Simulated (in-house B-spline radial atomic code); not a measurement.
Configurations of Pm VIII (Pm7+), with energies counted from [Kr] 4d10 4f3 5s2 5p3. Method: scalar-relativistic (X2C) TPSS, spin-polarised, spherical fractional occupations, Fermi nucleus of rms radius 4.962 fm. Calculated with an all-electron radial atomic-structure program (B-spline basis). Shells without spins written out take the highest spin.

Occupations are held fixed; configurations that lie above the ionisation limit could autoionise.

```json
{"configuration": "[Kr] 4d10 4f(1 up, 2 down) 5s2 5p(1 up, 2 down)", "E - E(ref) (eV)": "6.5442", "highest orbital": "4f up", "its <r> (bohr)": "0.8244"}
{"configuration": "[Kr] 4d10 4f2 5s2 5p3 6p1", "E - E(ref) (eV)": "53.512", "highest orbital": "6p up", "its <r> (bohr)": "2.704"}
{"configuration": "[Kr] 4d10 4f3 5s2 5p2 6p1", "E - E(ref) (eV)": "57.329", "highest orbital": "6p up", "its <r> (bohr)": "2.733"}
{"configuration": "[Kr] 4d10 4f(2 up, 0 down) 5s2 5p(1 up, 2 down) 6f(0 up, 1 down)", "E - E(ref) (eV)": "83.541", "highest orbital": "6f down", "its <r> (bohr)": "4.06"}
{"configuration": "[Kr] 4d9 4f4 5s2 5p3", "E - E(ref) (eV)": "120.21", "highest orbital": "4f up", "its <r> (bohr)": "0.8178"}
{"configuration": "[Kr] 4d9 4f3 5s2 5p3 5d1", "E - E(ref) (eV)": "149.22", "highest orbital": "5d up", "its <r> (bohr)": "1.679"}
{"configuration": "[Kr] 4d9 4f3 5s2 5p3 5f1", "E - E(ref) (eV)": "181.35", "highest orbital": "5f up", "its <r> (bohr)": "2.266"}
{"configuration": "[Kr] 4d9 4f3 5s2 5p3 6d1", "E - E(ref) (eV)": "187.86", "highest orbital": "6d up", "its <r> (bohr)": "3.191"}
```

(1) Order these further configurations by energy, lowest first.
A. [Kr] 4d10 4f2 5s2 5p3 5d1
B. [Kr] 4d10 4f(3 up, 0 down) 5s2 5p(0 up, 3 down)
C. [Kr] 4d9 4f3 5s2 5p3 6s1
D. [Kr] 4d10 4f(2 up, 1 down) 5s2 5p(3 up, 0 down)
E. [Kr] 4d10 4f2 5s2 5p4

(2) How far above the reference does [Kr] 4d(4 up, 5 down) 4f(0 up, 3 down) 5s2 5p(0 up, 3 down) 6f(0 up, 1 down) lie?

(3) How far above the reference does [Kr] 4d(4 up, 5 down) 4f(2 up, 1 down) 5s2 5p(3 up, 0 down) 6p(0 up, 1 down) lie?

(4) How far above the reference does [Kr] 4d10 4f4 5s2 5p2 lie?

(5) Is the reference the lowest configuration at this level of theory?

Results:

(1) E (-1.081 eV), D (3.2726 eV), B (4.0173 eV), A (27.319 eV), C (166.84 eV).

(2) 200.71 eV; its least bound orbital is 6f down with <r> = 4.026 bohr.

(3) 182.57 eV; its least bound orbital is 6p down with <r> = 2.732 bohr.

(4) 9.2034 eV; its least bound orbital is 4f up with <r> = 0.8531 bohr.

(5) No: [Kr] 4d10 4f2 5s2 5p4 lies 1.081 eV lower with this functional.
